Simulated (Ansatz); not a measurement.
`FC(F)(F)c1cc2sc(-c3cc4sc(-c5cc6sc(-c7cc8sc(-c9cc%10sc(-c%11cc%12sc(C(F)(F)F)cc%12s%11)cc%10s9)cc8s7)cc6s5)cc4s3)cc2s1`. Charge 0, multiplicity 1. Geometry r2SCAN-D4/def2-SVP.

```xyz
68

F    -0.720    9.170   17.133
C    -0.085    9.827   16.145
F    -0.704   11.005   15.967
F     1.157   10.085   16.596
C    -0.074    9.047   14.874
C    -0.499    9.488   13.639
C    -0.323    8.482   12.660
S    -0.640    8.352   10.960
C    -0.023    6.702   10.930
C    -0.014    5.968    9.693
C    -0.418    6.396    8.433
C    -0.265    5.383    7.465
S    -0.573    5.256    5.763
C     0.005    3.591    5.738
C     0.009    2.855    4.505
C    -0.283    3.313    3.223
C    -0.170    2.285    2.265
S    -0.386    2.180    0.547
C     0.033    0.468    0.554
C     0.038   -0.275   -0.674
C    -0.166    0.191   -1.971
C    -0.090   -0.852   -2.917
S    -0.245   -0.959   -4.641
C     0.043   -2.698   -4.603
C     0.039   -3.455   -5.823
C    -0.109   -2.998   -7.129
C    -0.063   -4.057   -8.059
S    -0.175   -4.179   -9.785
C     0.009   -5.930   -9.718
C     0.004   -6.722  -10.920
C     0.306   -8.075  -11.038
C     0.188   -8.517  -12.373
S     0.411  -10.037  -13.178
C    -0.010   -9.310  -14.709
C     0.002  -10.132  -15.953
F    -0.761  -11.235  -15.834
F     1.239  -10.558  -16.271
F    -0.461   -9.420  -16.993
C    -0.309   -7.968  -14.619
C    -0.196   -7.518  -13.283
S    -0.427   -6.005  -12.469
C     0.157   -6.386   -8.411
C     0.119   -5.327   -7.484
S     0.232   -5.207   -5.757
C     0.248   -3.161   -3.306
C     0.172   -2.117   -2.362
S     0.323   -2.014   -0.638
C     0.323    0.011    1.837
C     0.206    1.038    2.795
S     0.420    1.141    4.513
C     0.410    3.163    6.999
C     0.254    4.177    7.967
S     0.559    4.301    9.669
C     0.404    6.281   12.184
C     0.233    7.292   13.156
S     0.544    7.413   14.857
H    -0.913   10.483   13.475
H    -0.804    7.399    8.240
H    -0.554    4.348    3.009
H    -0.354    1.240   -2.202
H    -0.239   -1.944   -7.379
H     0.609   -8.694  -10.193
H    -0.593   -7.363  -15.481
H     0.271   -7.441   -8.158
H     0.444   -4.209   -3.073
H     0.609   -1.020    2.051
H     0.805    2.164    7.190
H     0.816    5.288   12.372
```

B3LYP takes the VWN-RPA correlation. Single mean-field runs in 6-31G, def2-SVP, def2-TZVP are fitted with def2-universal-jkfit.

Q: Estimate the orbital energies around the gap (eV) in Ansatz with PBE-D4/def2-SVP, PBE-D4/def2-TZVP, B3LYP-D4/6-31G, B3LYP-D4/def2-TZVP, PBE0-D4/def2-SVP.

A: 
```json
{"orbital": "HOMO−5", "PBE-D4/def2-SVP": "-5.95", "PBE-D4/def2-TZVP": "-6.00", "B3LYP-D4/6-31G": "-6.81", "B3LYP-D4/def2-TZVP": "-6.78", "PBE0-D4/def2-SVP": "-7.05"}
{"orbital": "HOMO−4", "PBE-D4/def2-SVP": "-5.87", "PBE-D4/def2-TZVP": "-5.92", "B3LYP-D4/6-31G": "-6.74", "B3LYP-D4/def2-TZVP": "-6.71", "PBE0-D4/def2-SVP": "-6.98"}
{"orbital": "HOMO−3", "PBE-D4/def2-SVP": "-5.81", "PBE-D4/def2-TZVP": "-5.85", "B3LYP-D4/6-31G": "-6.66", "B3LYP-D4/def2-TZVP": "-6.64", "PBE0-D4/def2-SVP": "-6.91"}
{"orbital": "HOMO−2", "PBE-D4/def2-SVP": "-5.52", "PBE-D4/def2-TZVP": "-5.56", "B3LYP-D4/6-31G": "-6.16", "B3LYP-D4/def2-TZVP": "-6.20", "PBE0-D4/def2-SVP": "-6.46"}
{"orbital": "HOMO−1", "PBE-D4/def2-SVP": "-5.03", "PBE-D4/def2-TZVP": "-5.07", "B3LYP-D4/6-31G": "-5.59", "B3LYP-D4/def2-TZVP": "-5.63", "PBE0-D4/def2-SVP": "-5.88"}
{"orbital": "HOMO", "PBE-D4/def2-SVP": "-4.61", "PBE-D4/def2-TZVP": "-4.64", "B3LYP-D4/6-31G": "-5.08", "B3LYP-D4/def2-TZVP": "-5.12", "PBE0-D4/def2-SVP": "-5.36"}
{"orbital": "LUMO", "PBE-D4/def2-SVP": "-3.19", "PBE-D4/def2-TZVP": "-3.26", "B3LYP-D4/6-31G": "-2.75", "B3LYP-D4/def2-TZVP": "-2.86", "PBE0-D4/def2-SVP": "-2.79"}
{"orbital": "LUMO+1", "PBE-D4/def2-SVP": "-2.87", "PBE-D4/def2-TZVP": "-2.95", "B3LYP-D4/6-31G": "-2.39", "B3LYP-D4/def2-TZVP": "-2.50", "PBE0-D4/def2-SVP": "-2.41"}
{"orbital": "LUMO+2", "PBE-D4/def2-SVP": "-2.45", "PBE-D4/def2-TZVP": "-2.55", "B3LYP-D4/6-31G": "-1.90", "B3LYP-D4/def2-TZVP": "-2.04", "PBE0-D4/def2-SVP": "-1.90"}
{"orbital": "LUMO+3", "PBE-D4/def2-SVP": "-2.03", "PBE-D4/def2-TZVP": "-2.15", "B3LYP-D4/6-31G": "-1.39", "B3LYP-D4/def2-TZVP": "-1.57", "PBE0-D4/def2-SVP": "-1.38"}
{"orbital": "LUMO+4", "PBE-D4/def2-SVP": "-1.63", "PBE-D4/def2-TZVP": "-1.79", "B3LYP-D4/6-31G": "-0.90", "B3LYP-D4/def2-TZVP": "-1.15", "PBE0-D4/def2-SVP": "-0.89"}
{"orbital": "LUMO+5", "PBE-D4/def2-SVP": "-1.29", "PBE-D4/def2-TZVP": "-1.66", "B3LYP-D4/6-31G": "-0.47", "B3LYP-D4/def2-TZVP": "-0.88", "PBE0-D4/def2-SVP": "-0.47"}
```
